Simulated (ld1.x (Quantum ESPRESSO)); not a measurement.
# Before and after: TM semilocal potential for xenon (Xe)

```json
{
 "Element": "Xe (Z = 54)",
 "Generator": "ld1.x (Quantum ESPRESSO) 7.5",
 "Type": "norm-conserving Troullier–Martins (semilocal form)",
 "Functional": "PBE",
 "Relativity": "scalar-relativistic",
 "Frozen core": "[Kr]",
 "Valence charge": "18",
 "Reference configuration": "4d10 5s2 5p6",
 "Partial waves": "5s (bound): rc 1.35 bohr; 4d (bound): rc 1.25 bohr; 5p (bound): rc 1.50 bohr",
 "Local potential": "the p channel",
 "Core correction": "a·sin(br)/r model core inside 1.15 bohr"
}
```

All-electron outer shells of the reference configuration (PBE, scalar-relativistic, ld1.x):

```
shell  level (eV)  outermost node (bohr)  outermost maximum (bohr)
   4s     -197.46                   0.36                      0.66
   4p     -141.27                   0.36                      0.69
   4d      -59.38                   0.34                      0.75
   5s      -19.74                   0.85                      1.63
   5p       -8.23                   0.92                      1.91
```

Change: wave 5p (bound): rc 1.50 bohr becomes 5p (bound): rc 1.34 bohr.

Cutoffs: the cutoffs (Ry, on a coarse ladder) from which the occupation-weighted sum of valence levels, in a spherical-Bessel basis at the reference potential, stays within 10 and 1 mRy of its value at 400 Ry; they do not see the model core or the augmentation charge, which bear on the density cutoff. Errors are all-electron minus pseudo energies relative to the spin-unpolarised reference configuration.

Question: What does the change do?

Answer: The potential gets harder (140 Ry and 200 Ry → 160 Ry and 260 Ry); of the 7 tests that both files solve, the error grows in 7 and shrinks in 0 by more than 15 % and 0.3 meV (median size 19.1 → 61.9 meV); neither file shows a bound ghost. A smaller radius makes the pseudo-wave follow the all-electron one further in, where it bends more sharply, so more plane waves are needed. That the errors move this way runs against the usual rule that smaller radii transfer better. A semilocal file is local in each channel, so a ghost entry of none says nothing of the separable form that plane-wave codes build from it.

```csv
quantity,base,changed
"cutoff, loose",140 Ry,160 Ry
"cutoff, tight",200 Ry,260 Ry
loose cutoff by channel (10 mRy a level),"s 45 Ry, d 100 Ry, p 45 Ry","s 45 Ry, d 100 Ry, p 140 Ry"
bound ghosts,none,none
"error for 4d10 5s2 5p5, meV [ΔE 12.54 eV]",+2.2,+11
"error for 4d10 5s2 5p4, meV [ΔE 34.29 eV]",+19,+62
"error for 4d10 5s2 5p3, meV [ΔE 66.01 eV]",+56,+169
"error for 4d10 5s1 5p6, meV [ΔE 24.68 eV]",+13,+27
"error for 4d10 5s2 5p2, meV [ΔE 108.33 eV]",+109,+319
"error for 4d10 5s2 5p5.5, meV [ΔE 5.17 eV]",-0.3,+1.7
"error for 4d9 5s2 5p6, meV [ΔE 67.71 eV]",+78,+877
```
